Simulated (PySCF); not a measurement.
# First hyperpolarisability: SMILES CC1=CC=CC1=C1C=C1, C₉H₈

Molfile (atoms numbered from 1):
```
C9H8
     RDKit          3D

 17 18  0  0  0  0  0  0  0  0999 V2000
   -0.1797   -1.8341    0.6404 C   0  0  0  0  0  0  0  0  0  0  0  0
   -0.2101   -0.4695    0.0411 C   0  0  0  0  0  0  0  0  0  0  0  0
   -1.2991    0.3168   -0.2184 C   0  0  0  0  0  0  0  0  0  0  0  0
   -0.8631    1.5706   -0.8060 C   0  0  0  0  0  0  0  0  0  0  0  0
    0.4973    1.5630   -0.9118 C   0  0  0  0  0  0  0  0  0  0  0  0
    0.9640    0.2888   -0.3879 C   0  0  0  0  0  0  0  0  0  0  0  0
    2.2475   -0.1306   -0.3070 C   0  0  0  0  0  0  0  0  0  0  0  0
    3.6482    0.0417   -0.5012 C   0  0  0  0  0  0  0  0  0  0  0  0
    3.2348   -1.0996    0.0348 C   0  0  0  0  0  0  0  0  0  0  0  0
   -1.1955   -2.1807    0.8785 H   0  0  0  0  0  0  0  0  0  0  0  0
    0.2713   -2.5753   -0.0423 H   0  0  0  0  0  0  0  0  0  0  0  0
    0.4070   -1.8617    1.5751 H   0  0  0  0  0  0  0  0  0  0  0  0
   -2.3368    0.0451   -0.0154 H   0  0  0  0  0  0  0  0  0  0  0  0
   -1.5260    2.3817   -1.1105 H   0  0  0  0  0  0  0  0  0  0  0  0
    1.1369    2.3504   -1.3102 H   0  0  0  0  0  0  0  0  0  0  0  0
    4.4761    0.6605   -0.8416 H   0  0  0  0  0  0  0  0  0  0  0  0
    3.4862   -2.0760    0.4444 H   0  0  0  0  0  0  0  0  0  0  0  0
  1  2  1  0
  2  3  2  0
  3  4  1  0
  4  5  2  0
  5  6  1  0
  6  7  2  3
  7  8  1  0
  8  9  2  0
  6  2  1  0
  9  7  1  0
  1 10  1  0
  1 11  1  0
  1 12  1  0
  3 13  1  0
  4 14  1  0
  5 15  1  0
  8 16  1  0
  9 17  1  0
M  END
```

Computed, not measured: quadratic response CAM-B3LYP/aug-cc-pVDZ first hyperpolarisability, Taylor convention, gas phase in PySCF. Geometry: PBE0-D3(BJ)/def2-SVP.

Question: What is the first hyperpolarisability, and how does it disperse?

Answer: In au, Taylor convention; the vector part is βᵢ = ⅓ Σⱼ (βᵢⱼⱼ + βⱼᵢⱼ + βⱼⱼᵢ); β∥ is 3/5 of the vector part along the dipole, the dipole points from − to +:
```
                   process  λ (nm)  β vector norm    β∥  β HRS  depolarisation ratio
           static β(0;0,0)       ∞          112.9  11.9   54.5                  3.38
second harmonic β(−2ω;ω,ω)    1907          124.5  10.9   59.8                  3.32
         Pockels β(−ω;ω,0)    1907          116.5  11.7      –                     –
second harmonic β(−2ω;ω,ω)    1064          161.8   4.0   77.9                  2.73
         Pockels β(−ω;ω,0)    1064          125.5  10.8      –                     –
```

Question: Which lowest excitations, dipole and polarisabilities go with it?

Answer: S1 3.86 eV (f = 0.035); S2 4.04 eV (f = 0.006); S3 4.21 eV (f = 0.003); dipole 4.71 D; isotropic α 112.6 au static, 113.3 au at 1907 nm, 114.8 au at 1064 nm, 115.4 au at 953.5 nm, 123.0 au at 532 nm.
